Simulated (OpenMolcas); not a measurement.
# B: the spin-orbit constant, thermal populations, worked from levels

```json
{
  "Program": "OpenMolcas",
  "Basis": "ANO-RCC-VTZP [4s3p2d1f]",
  "Scalar Hamiltonian": "DKH2, point nucleus",
  "Active space": "3 electrons in 4 orbitals (2s 2p)",
  "State averaging": "2S+1 = 4 odd, 1 root (0 in the spin-orbit step); 2S+1 = 2 odd, 3 roots; 2S+1 = 4 even, 3 roots",
  "Spin-orbit coupling": "RASSI with atomic mean-field integrals over the reference wave functions, term energies averaged over their components"
}
```

Methods: CASSCF; SS-CASPT2, IPEA 0.25 Eh, imaginary shift 0.1 Eh (closed shells correlated: 1s). Measured levels: NIST Handbook of Basic Atomic Spectroscopic Data.

**The spin-orbit constant.** For the Hund term ²P° of p1, E(J) = (A/2) J(J+1) + constant and ζ = 2S·A = A. From J = 1/2 to J = 3/2 the energy changes by 1.5 A.

```csv
Source,E(3/2) - E(1/2),A,ζ
CASSCF,14.5,9.7,10
SS-CASPT2,14.5,9.7,10
measured,15.3,10.2,10
```

All in cm-1. SS-CASPT2 is off by -5.2 % and CASSCF by -5.2 %. Both methods take the spin-orbit matrix elements from the reference wave functions, so the second can move ζ only through the term energies and any multistate remixing.

**Thermal populations.** Z = Σ (2J + 1) exp(-E/kT) with k = 0.695035 cm-1/K, over the levels below. No other level of either list lies under 40000 cm-1, which is above 7 kT at each temperature.

| Level | 2J + 1 | SS-CASPT2 | measured |
| --- | --- | --- | --- |
| 2s² 2p ²P°_1/2 | 2 | 0.0 | 0.0 |
| 2s² 2p ²P°_3/2 | 4 | 14.5 | 15.3 |
| 2s 2p² ⁴P_1/2 | 2 | 27187 | 28870 |
| 2s 2p² ⁴P_3/2 | 4 | 27192 | 28875 |
| 2s 2p² ⁴P_5/2 | 6 | 27201 | 28881 |

| T (K) | Z, SS-CASPT2 | Z, measured levels | Ground level (%), SS-CASPT2 | Ground level (%), measured levels |
| --- | --- | --- | --- | --- |
| 3000 | 5.972 | 5.971 | 33.5 | 33.5 |
| 5000 | 5.988 | 5.985 | 33.4 | 33.4 |
| 8000 | 6.080 | 6.056 | 32.9 | 33.0 |

At 8000 K, kT = 5560 cm-1, and the computed levels give Z = 2.000 + 3.990 + 0.015 + 0.030 + 0.045 = 6.080.

Without dynamic correlation excited terms often stand tens of per cent too high (terms of higher spin than the ground term too low), and those without a measured partner can miss by more than the paired ones (holds for CASSCF). Measured partners are found by configuration, term and J. A level has none where our copy of the source lacks it or the pairing is in doubt (some pairs that miss far off the trend of their configuration count as doubtful), and it then counts in no deviation. Levels of configurations outside the active space are missing.

° marks odd parity.
